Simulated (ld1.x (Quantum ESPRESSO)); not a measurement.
**In: excitation energies, all-electron against TM**

```
Element                 : indium (In)
Generator               : ld1.x (Quantum ESPRESSO) 7.5
Type                    : norm-conserving Troullier–Martins (Kleinman–Bylander form)
Functional              : LDA (PZ)
Relativity              : scalar-relativistic
Frozen core             : [Kr] 4d10
Valence charge          : 3
Reference configuration : 5s2 5p1
Partial waves           : 5s (bound): rc 1.65 bohr; 5p (bound): rc 2.50 bohr
Local potential         : all-electron potential smoothed inside 2.15 bohr (lloc = -1)
Core correction         : none
```

Energies are relative to the spin-unpolarised reference configuration 5s2 5p1; without spin polarisation the order of configurations can differ from experiment. Spin-polarised rows fill each open shell by Hund’s rule, majority spin first.

(1) Give the all-electron excitation energy and the error of the potential for: 5s2 5p0; 5s1 5p0; 5s2 5p0.5; 5s0 5p3; 5s1 5p2; 5s2 5p1.3; 5s1 5p1; 5s2 5p1 (spin-polarised); 5s1 5p0 (spin-polarised).

Results:

(1)

```csv
valence configuration,charge,ΔE all-electron (eV),error AE − PS (meV)
5s2 5p0,+1,5.595,+20
5s1 5p0,+2,25.255,+192
5s2 5p0.5,+0.5,2.046,+3.1
5s0 5p3,0,12.162,+91
5s1 5p2,0,5.938,+17
5s2 5p1.3,-0.3,-0.582,+0.8
5s1 5p1,+1,12.290,+38
5s2 5p1 (spin-polarised),0,-0.117,+19
5s1 5p0 (spin-polarised),+2,25.031,+505
```
